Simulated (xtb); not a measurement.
F6Ru, triplet, geometry from GFN2-xTB (such geometries of metal compounds can be far from the true shape); GFN2-xTB with ALPB(dmso) run with xtb.

Here is a job for xtb.
```
$ xtb mol.xyz --gfn 2 --uhf 2 --alpb dmso --json

# file mol.xyz
7

Ru     0.00000000    -0.00000000     0.00000000
F      1.11244871    -0.44890361    -1.39875666
F     -1.11244871     0.44890361     1.39875666
F     -1.15977093     0.80852538    -1.18186077
F     -0.90164630    -1.59384724    -0.20557649
F      0.90164630     1.59384724     0.20557649
F      1.15977093    -0.80852538     1.18186077
```

Output, abridged:

```
   ID    Z sym.   atoms
    1   44 Ru     1
    2    9 F      2-7

           -------------------------------------------------
          |                Calculation Setup                |
           -------------------------------------------------

           -------------------------------------------------
          |                 G F N 2 - x T B                 |
           -------------------------------------------------

      * Solvation model:               ALPB
        Solvent                        dmso
        Parameter file                 internal GFN2-xTB/ALPB
        Dielectric constant                4.6680E+01
        Reference state                gsolv [1 M gas/solution]
        Free energy shift                  7.1947E-03 Eh       4.5147E+00 kcal/mol
        Temperature                        2.9815E+02 K
        Density                            1.1000E+00 kg/L
        Solvent mass                       7.8130E+01 g/mol
        Interaction kernel             P16
        Born radius scaling (c1)           1.7927E+00
        Born radii integrator          GBOBC
        Born offset                        0.0000E+00 a0       0.0000E+00 AA
        H-bond correction              true
        Ion screening                  false
        Surface tension                    1.0000E-05 Eh       1.5569E+01 dyn/cm
        Grid points                               230 per atom

          ...................................................
          :                      SETUP                      :
          :.................................................:
          :  # basis functions                  34          :
          :  # atomic orbitals                  33          :
          :  # shells                           15          :
          :  # electrons                        50          :
          :  max. iterations                   250          :
          :  Hamiltonian                  GFN2-xTB          :
          :  restarted?                      false          :
          :  GBSA solvation                   true          :
          :  PC potential                    false          :
          :  electronic temp.          300.0000000     K    :
          :  accuracy                    1.0000000          :
          :  -> integral cutoff          0.2500000E+02      :
          :  -> integral neglect         0.1000000E-07      :
          :  -> SCF convergence          0.1000000E-05 Eh   :
          :  -> wf. convergence          0.1000000E-03 e    :
          :  Broyden damping             0.4000000          :
          :  net charge                          0          :
          :  unpaired electrons                  2          :
          ...................................................

 iter      E             dE          RMSdq      gap      omega  full diag
   1    -31.4558760 -0.314559E+02  0.569E+00    0.00       0.0  T
   2    -31.1942120  0.261664E+00  0.841E+00    0.00       1.0  T
   3    -31.5830679 -0.388856E+00  0.238E+00    0.00       1.0  T
   4    -31.5829816  0.863126E-04  0.178E-01    0.00       1.0  T
   5    -31.5831577 -0.176137E-03  0.220E-01    0.00       1.0  T
   6    -31.5832806 -0.122930E-03  0.115E-01    0.00       1.0  T
   7    -31.5833696 -0.889954E-04  0.120E-02    0.00       3.2  T
   8    -31.5833700 -0.412040E-06  0.713E-03    0.00       5.3  T
   9    -31.5833703 -0.293253E-06  0.665E-04    0.00      56.8  T
  10    -31.5833703 -0.238609E-08  0.162E-05    0.00    2333.5  T

   *** convergence criteria satisfied after 10 iterations ***

 transition dipole moment (au) for excitation:          25          26
     X       Y       Z
  -0.0000  -0.0000   0.0000  total (au/Debye):    0.000   0.000
 dE (eV)             :    0.000
 oscillator strength :  0.41740E-36

         :::::::::::::::::::::::::::::::::::::::::::::::::::::
         ::                     SUMMARY                     ::
         :::::::::::::::::::::::::::::::::::::::::::::::::::::
[...]
         :: total energy             -31.571603699637 Eh    ::
[...]
        14        2.0000           -0.5998961             -16.3240
        15        2.0000           -0.5998961             -16.3240
        16        2.0000           -0.5824028             -15.8480
        17        2.0000           -0.5824028             -15.8480
        18        2.0000           -0.5824028             -15.8480
        19        2.0000           -0.5799749             -15.7819
        20        2.0000           -0.5799749             -15.7819
        21        2.0000           -0.5799749             -15.7819
        22        2.0000           -0.5790329             -15.7563
        23        2.0000           -0.5790329             -15.7563
        24        2.0000           -0.5790329             -15.7563
        25        0.6667           -0.5190460             -14.1240
        26        0.6667           -0.5190460             -14.1240 (HOMO)
        27        0.6667           -0.5190460             -14.1240 (LUMO)
        28                         -0.2928477              -7.9688
        29                         -0.2928477              -7.9688
        30                          0.4631899              12.6040
        31                          0.6567865              17.8721
        32                          0.6567865              17.8721
        33                          0.6567865              17.8721
      -------------------------------------------------------------
                  HL-Gap            0.0000000 Eh            0.0000 eV
             Fermi-level           -0.5336050 Eh          -14.5201 eV

     #   Z          covCN         q      C6AA      α(0)
     1  44 Ru       4.406     0.707   279.512    35.414
     2   9 F        0.734    -0.118    10.427     3.814
     3   9 F        0.734    -0.118    10.427     3.814
     4   9 F        0.734    -0.118    10.427     3.814
     5   9 F        0.734    -0.118    10.427     3.814
     6   9 F        0.734    -0.118    10.427     3.814
     7   9 F        0.734    -0.118    10.427     3.814

 Mol. C6AA /au·bohr⁶  :       1235.844027
 Mol. C8AA /au·bohr⁸  :      58999.231375
 Mol. α(0) /au        :         58.295328

Wiberg/Mayer (AO) data.
largest (>0.10) Wiberg bond orders for each atom

 ---------------------------------------------------------------------------
     #   Z sym  total        # sym  WBO       # sym  WBO       # sym  WBO
 ---------------------------------------------------------------------------
     1  44 Ru   6.275 --     5 F    1.046     6 F    1.046     3 F    1.046
                             2 F    1.046     7 F    1.046     4 F    1.046
     2   9 F    1.378 --     1 Ru   1.046     3 F    0.127
     3   9 F    1.378 --     1 Ru   1.046     2 F    0.127
     4   9 F    1.378 --     1 Ru   1.046     7 F    0.127
     5   9 F    1.378 --     1 Ru   1.046     6 F    0.127
     6   9 F    1.378 --     1 Ru   1.046     5 F    0.127
     7   9 F    1.378 --     1 Ru   1.046     4 F    0.127
 ---------------------------------------------------------------------------

Topologies differ in total number of bonds
Writing topology from bond orders to xtbtopo.mol

molecular dipole:
                 x           y           z       tot (Debye)
 q only:       -0.000      -0.000       0.000
   full:       -0.000      -0.000       0.000       0.000
molecular quadrupole (traceless):
                xx          xy          yy          xz          yz          zz
 q only:       -0.000       0.000       0.000      -0.000       0.000      -0.000
  q+dip:       -0.000       0.000       0.000      -0.000       0.000      -0.000
   full:       -0.000       0.000       0.000      -0.000       0.000      -0.000

           -------------------------------------------------
          | TOTAL ENERGY              -31.571603699637 Eh   |
          | GRADIENT NORM               0.000085700677 Eh/α |
          | HOMO-LUMO GAP               0.000000013265 eV   |
           -------------------------------------------------

normal termination of xtb
```
